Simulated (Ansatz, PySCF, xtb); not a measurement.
Pair of molecules: CH5N (SMILES CN) (first 7 atoms) with CH2F2 (SMILES FCF); geometry from B3LYP-D3(BJ)/def2-TZVP, rigid monomers moved along the line of their centres of mass till N2···H11 is 3.27 Å.
(charge 0, multiplicity 1):
```json
[
 {"atom": "C", "x (Å)": "-0.2824", "y (Å)": "-0.6010", "z (Å)": "-0.1669"},
 {"atom": "N", "x (Å)": "0.2592", "y (Å)": "0.6147", "z (Å)": "0.4471"},
 {"atom": "H", "x (Å)": "-1.0306", "y (Å)": "-1.0330", "z (Å)": "0.4979"},
 {"atom": "H", "x (Å)": "0.5184", "y (Å)": "-1.3339", "z (Å)": "-0.2768"},
 {"atom": "H", "x (Å)": "-0.7424", "y (Å)": "-0.4519", "z (Å)": "-1.1518"},
 {"atom": "H", "x (Å)": "-0.4697", "y (Å)": "1.3086", "z (Å)": "0.5660"},
 {"atom": "H", "x (Å)": "0.9680", "y (Å)": "1.0322", "z (Å)": "-0.1441"},
 {"atom": "F", "x (Å)": "-1.1503", "y (Å)": "-1.2901", "z (Å)": "4.1925"},
 {"atom": "C", "x (Å)": "-0.0369", "y (Å)": "-0.5691", "z (Å)": "4.5359"},
 {"atom": "F", "x (Å)": "-0.4313", "y (Å)": "0.4530", "z (Å)": "5.3529"},
 {"atom": "H", "x (Å)": "0.3939", "y (Å)": "-0.1514", "z (Å)": "3.6250"},
 {"atom": "H", "x (Å)": "0.6299", "y (Å)": "-1.2228", "z (Å)": "5.1010"}
]
```

Monomers are frozen at their geometry in the pair; levels with a basis set take the counterpoise correction. Rows marked so take none.

Correlated levels freeze the cores. Rows in 3-21G, 6-31G* carry no dispersion term and start afresh at each structure (6-31G* with six Cartesian d functions).

The values were computed with Ansatz (Gaussian basis) for Hartree–Fock, density functionals and correlated methods; PySCF for 3-21G rows, 6-31G* rows, the dispersion terms; xtb for the GFN methods. 

```csv
level,interaction energy (meV)
GFN-FF,-52.4
GFN1-xTB,-49.6
GFN2-xTB,-85.4
HF/3-21G (no counterpoise),-116.5
HF/6-31G* (no counterpoise),-90.8
PBE-D3(BJ)/def2-TZVPPD,-90.1
BP86/6-31G* (no counterpoise),-76.7
r2SCAN-D3(BJ)/def2-TZVPPD,-79.3
CCSD(T)/aug-cc-pVDZ,[?]
```

Problem. Fill in the missing entries.

Solution. 
- CCSD(T)/aug-cc-pVDZ, interaction energy (meV): -83.4

Ansatz is a quantum-chemistry and plane-wave program.
